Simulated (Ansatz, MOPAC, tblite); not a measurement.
Potential energy surface of H2Be, singlet: symmetric bend, bond length relaxed. Scanned: H-Be-H angle. Other coordinates (Be-H bond length) were minimised at B3LYP/def2-TZVP.

Levels of theory: CCSDT(Q)/cc-pVTZ = CCSDT(Q) on RHF/cc-pVTZ, frozen core in Ansatz (a quantum-chemistry and plane-wave program); GFN2-xTB, 300 K electronic temperature (tblite); PM7, restricted, heats of formation (MOPAC).

Energies in kcal/mol, each method relative to its own lowest point.

```json
[
 {"a / °": "180", "CCSDT(Q)/cc-pVTZ": "0.0", "GFN2-xTB": "0.0", "PM7": "0.0"},
 {"a / °": "167", "CCSDT(Q)/cc-pVTZ": "0.8", "GFN2-xTB": "0.3", "PM7": "0.8"},
 {"a / °": "157", "CCSDT(Q)/cc-pVTZ": "2.6", "GFN2-xTB": "…", "PM7": "2.5"},
 {"a / °": "147", "CCSDT(Q)/cc-pVTZ": "5.3", "GFN2-xTB": "2.2", "PM7": "5.3"},
 {"a / °": "137", "CCSDT(Q)/cc-pVTZ": "9.2", "GFN2-xTB": "3.9", "PM7": "9.1"},
 {"a / °": "127", "CCSDT(Q)/cc-pVTZ": "14.2", "GFN2-xTB": "…", "PM7": "14.1"},
 {"a / °": "117", "CCSDT(Q)/cc-pVTZ": "20.5", "GFN2-xTB": "…", "PM7": "20.3"},
 {"a / °": "107", "CCSDT(Q)/cc-pVTZ": "28.2", "GFN2-xTB": "14.1", "PM7": "27.7"},
 {"a / °": "97", "CCSDT(Q)/cc-pVTZ": "37.6", "GFN2-xTB": "20.2", "PM7": "36.6"},
 {"a / °": "87", "CCSDT(Q)/cc-pVTZ": "48.7", "GFN2-xTB": "…", "PM7": "46.7"},
 {"a / °": "77", "CCSDT(Q)/cc-pVTZ": "61.8", "GFN2-xTB": "40.9", "PM7": "57.7"},
 {"a / °": "67", "CCSDT(Q)/cc-pVTZ": "76.9", "GFN2-xTB": "58.6", "PM7": "68.8"},
 {"a / °": "60", "CCSDT(Q)/cc-pVTZ": "…", "GFN2-xTB": "76.0", "PM7": "75.7"}
]
```

Problem. What belongs in the gaps?

Solution. 
- 157, GFN2-xTB: 1.0
- 127, GFN2-xTB: 6.3
- 117, GFN2-xTB: 9.6
- 87, GFN2-xTB: 28.8
- 60, CCSDT(Q)/cc-pVTZ: 88.5
